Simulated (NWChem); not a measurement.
System: C2H3BrF2; SMILES CC(F)(Br)F

Here is an NWChem input.

```
start job
memory heap 200 mb stack 900 mb global 1100 mb
geometry units angstroms noautosym nocenter noautoz
  C     -1.398556    -1.357686     0.000000
  C      0.005291    -0.828522     0.000000
  F      0.677239    -1.245217    -1.077050
  F      0.677239    -1.245217     1.077050
  Br     0.034531     1.134522     0.000000
  H     -1.930745    -1.016174    -0.896003
  H     -1.930745    -1.016174     0.896003
  H     -1.346771    -2.456916     0.000000
end
basis spherical
  * library def2-svp
end
dft
  xc pbe0
  iterations 150
end
cosmo
  do_cosmo_smd true
  solvent chcl3
end
task dft energy
```

Geometry: optimised at PBE0/def2-SVP. Solvent: chloroform.

Level: PBE0/def2-SVP with SMD (1 M gas to 1 M solution), gas-phase geometry.

Q: Give the results of this calculation. (PBE0/def2-SVP, SMD on the gas-phase geometry.) Quantities: solvation free energy (kcal/mol); cavity-dispersion-structure term (kcal/mol); dipole in solution (D).

A: 
```
Property                                     Result
-------------------------------------------  ------
solvation free energy (kcal/mol)               -4.1
cavity-dispersion-structure term (kcal/mol)    -1.9
dipole in solution (D)                         2.50
```
